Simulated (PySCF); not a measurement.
Input file for PySCF: R-B3LYP/3-21G on GeHIO (SMILES [OH][Ge][I]), a point of a torsion scan.

```python
from pyscf import gto, scf, dft, mp
from pyscf.data.elements import chemcore

mol = gto.M(
    atom='''
    O    -1.02795670    0.13799536    0.27283592
    Ge    0.30872005    1.09314709   -0.37054663
    I     1.15199863    2.07838030    1.85798300
    H    -1.45494483   -0.66918781    0.00701418
    ''',
    basis='3-21g',
    charge=0, spin=0, verbose=3, max_memory=1800)
mf = dft.RKS(mol, xc='b3lyp')
mf.conv_tol = 1e-8
mf.max_cycle = 100
mf.kernel()
if not mf.converged:
    mf = mf.newton().run(mf.mo_coeff, mf.mo_occ)
```

Output:

```
converged SCF energy = -9032.4604428546
```

Self-consistency was reached.

Cost: about 6 core-seconds (a rough figure).
